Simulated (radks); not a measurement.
Values are calculated unless marked as measured or tabulated.
Task: Cs2+, 53 electrons, occupied as [Kr] 4d10 5s2 5p5. Code: a radial shooting solver on a logarithmic mesh with Libxc functionals. Model: scalar-relativistic Kohn-Sham, LDA (Slater exchange, VWN5 correlation), spin-polarised, spherical densities, finite nucleus; open shells are filled with parallel spins first (spin-orbit coupling, left out, can overturn this in heavy ions); Fermi nuclear charge, rms radius 4.8041 fm. Some entries of the table are withheld. Estimate them.

orbital,occ.,eigenvalue (Ry),r(max) (bohr)
1s up,1,-2629.458,0.01680
1s down,1,-2629.454,0.01680
2s up,1,-413.6107,0.09498
2s down,1,-413.6085,0.09498
2p up,3,-371.3851,0.07620
2p down,3,-371.3818,0.07620
3s up,1,-86.95325,0.2728
3s down,1,-86.94970,0.2728
3p up,3,-73.35958,0.2668
3p down,3,-73.35572,0.2668
3d up,5,-53.34182,0.2202
3d down,5,-53.33817,0.2202
4s up,1,-17.40601,0.6424
4s down,1,-17.39848,0.6424
4p up,3,-13.05269,0.6727
4p down,3,-13.04443,0.6727
4d up,5,-6.71257,0.7205
4d down,5,-6.70092,0.7204
5s up,1,-3.17533,1.527
5s down,1,-3.12673,1.524
5p up,3,-2.15146,1.741
5p down,2,-2.10294,1.740
5d up,0,-0.92881,(1)
5d down,0,-0.89579,(2)
6s up,0,-0.88285,3.662
6s down,0,-0.86929,3.693
4f up,0,-0.57670,(3)
4f down,0,-0.54648,(4)

Result: 
(1) 5d up r(max) (bohr): 2.443
(2) 5d down r(max) (bohr): 2.474
(3) 4f up r(max) (bohr): 0.9728
(4) 4f down r(max) (bohr): 0.9615
